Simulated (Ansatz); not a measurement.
Reaction (redistribution): `C[C]([GeH3])=[Se]` + `S[S][GeH3]` → `[GeH3][S][GeH3]` + `CC(S)=[Se]`

Isolated molecules relaxed with PBE0-D4/def2-TZVP in Ansatz; ΔE leaves out vibrations. CCSD(T)/CBS is the MP2 limit (def2-TZVPP, def2-QZVPP) plus CCSD(T) − MP2 in def2-TZVPP, frozen cores. For Ge, Se outer-core shells are correlated without core-valence functions, which leaves a few kJ/mol of doubt a bond. Scalar relativity is left out up to krypton. One conformer a species, not always the lowest.

| level | ΔE (kcal/mol) |
| --- | --- |
| MP2/def2-TZVPP | -23.8 |
| HF/CBS(def2) | -22.7 |

**Question.** What does CCSD(T)/CBS give? (Best estimate.)

**Answer.** Ansatz gave: -21.4 kcal/mol. The listed levels differ from it by -2.4, -1.3 kcal/mol.

Largest T1 diagnostic among the species: 0.016.
